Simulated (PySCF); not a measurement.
C₂H₈Si₂, triplet, at the geometry of the source list (a higher spin typed on purpose: for a closed-shell molecule this is an excited state); PySCF with HF/6-31G*.

The PySCF input:
```python
from pyscf import gto, scf

mol = gto.Mole()
mol.atom = '''
    C     0.255200    0.360500    1.252100
    Si    1.347300   -0.249000   -0.203200
    C    -0.259600   -0.389800   -1.242300
    Si   -1.342500    0.281200    0.192500
    H     0.505500    1.346900    1.631900
    H     0.250600   -0.304700    2.112200
    H     2.304600    0.741400   -0.698700
    H     2.037500   -1.520200    0.036800
    H    -0.274600    0.210000   -2.147900
    H    -0.504300   -1.405000   -1.545600
    H    -1.959900    1.582100   -0.071400
    H    -2.360000   -0.653400    0.683600
'''
mol.basis = '6-31g*'
mol.charge = 0
mol.spin = 2
mol.verbose = 4
mol.build()

mf = scf.UHF(mol)
mf.kernel()
```

Problem. What does PySCF print? Leave out banner, timings and long lists.

Solution. 
```
PySCF version 2.14.0

[INPUT] verbose = 4
[INPUT] num. atoms = 12
[INPUT] num. electrons = 48
[INPUT] charge = 0
[INPUT] spin (= nelec alpha-beta = 2S) = 2
[INPUT] symmetry False subgroup None
[INPUT] Mole.unit = angstrom
[INPUT] Symbol           X                Y                Z      unit          X                Y                Z       unit  Magmom
[INPUT]  1 C      0.255200000000   0.360500000000   1.252100000000 AA    0.482258106989   0.681246267906   2.366126080568 Bohr   0.0
[INPUT]  2 Si     1.347300000000  -0.249000000000  -0.203200000000 AA    2.546028007627  -0.470541805017  -0.383992348512 Bohr   0.0
[INPUT]  3 C     -0.259600000000  -0.389800000000  -1.242300000000 AA   -0.490572901937  -0.736615243355  -2.347606764547 Bohr   0.0
[INPUT]  4 Si    -1.342500000000   0.281200000000   0.192500000000 AA   -2.536957322229   0.531390986228   0.363772278979 Bohr   0.0
[INPUT]  5 H      0.505500000000   1.346900000000   1.631900000000 AA    0.955256555968   2.545272117177   3.083844062678 Bohr   0.0
[INPUT]  6 H      0.250600000000  -0.304700000000   2.112200000000 AA    0.473565366816  -0.575799550155   3.991479520306 Bohr   0.0
[INPUT]  7 H      2.304600000000   0.741400000000  -0.698700000000 AA    4.355062826673   1.401042948753  -1.320351643234 Bohr   0.0
[INPUT]  8 H      2.037500000000  -1.520200000000   0.036800000000 AA    3.850316978801  -2.872761654564   0.069541921384 Bohr   0.0
[INPUT]  9 H     -0.274600000000   0.210000000000  -2.147900000000 AA   -0.518918793806   0.396842486159  -4.058942742953 Bohr   0.0
[INPUT] 10 H     -0.504300000000  -1.405000000000  -1.545600000000 AA   -0.952988884618  -2.655065205014  -2.920760698128 Bohr   0.0
[INPUT] 11 H     -1.959900000000   1.582100000000  -0.071400000000 AA   -3.703674231535   2.989735701674  -0.134926445294 Bohr   0.0
[INPUT] 12 H     -2.360000000000  -0.653400000000   0.683600000000 AA   -4.459753653974  -1.234747049791   1.291816778753 Bohr   0.0

nuclear repulsion = 217.245328447327
number of shells = 44
number of NR pGTOs = 188
number of NR cGTOs = 80
basis = 6-31g*
ecp = {}

******** <class 'pyscf.scf.uhf.UHF'> ********
method = UHF
initial guess = minao
damping factor = 0
level_shift factor = 0
DIIS = <class 'pyscf.scf.diis.CDIIS'>
diis_start_cycle = 1
diis_space = 8
diis_damp = 0
SCF conv_tol = 1e-09
SCF conv_tol_grad = None
SCF max_cycles = 50
direct_scf = True
direct_scf_tol = 1e-13
number electrons alpha = 25  beta = 23
Set gradient conv threshold to 3.16228e-05
init E= -658.49066179634

cycle= 1 E= -657.891793738868  delta_E= 0.599  |g|= 0.216  |ddm|= 2.92

cycle= 2 E= -657.936095589288  delta_E= -0.0443  |g|= 0.0628  |ddm|= 0.444

cycle= 3 E= -657.940365228478  delta_E= -0.00427  |g|= 0.0249  |ddm|= 0.181

cycle= 4 E= -657.940898003709  delta_E= -0.000533  |g|= 0.0066  |ddm|= 0.071

cycle= 5 E= -657.94097589321  delta_E= -7.79e-05  |g|= 0.00324  |ddm|= 0.0284

cycle= 6 E= -657.940998676973  delta_E= -2.28e-05  |g|= 0.00144  |ddm|= 0.0153

cycle= 7 E= -657.941003772837  delta_E= -5.1e-06  |g|= 0.000568  |ddm|= 0.00521

cycle= 8 E= -657.941004847915  delta_E= -1.08e-06  |g|= 0.000311  |ddm|= 0.00315

cycle= 9 E= -657.941005483195  delta_E= -6.35e-07  |g|= 0.000377  |ddm|= 0.00172

cycle= 10 E= -657.941004488658  delta_E= 9.95e-07  |g|= 0.00017  |ddm|= 0.00324

cycle= 11 E= -657.941004330279  delta_E= 1.58e-07  |g|= 4.74e-05  |ddm|= 0.0021

cycle= 12 E= -657.94100433412  delta_E= -3.84e-09  |g|= 3.12e-05  |ddm|= 0.000281

cycle= 13 E= -657.941004333959  delta_E= 1.61e-10  |g|= 1.04e-05  |ddm|= 0.00021

Extra cycle  E= -657.94100433423  delta_E= -2.71e-10  |g|= 7.68e-06  |ddm|= 4.16e-05
converged SCF energy = -657.94100433423  <S^2> = 2.0105787  2S+1 = 3.0070442
```
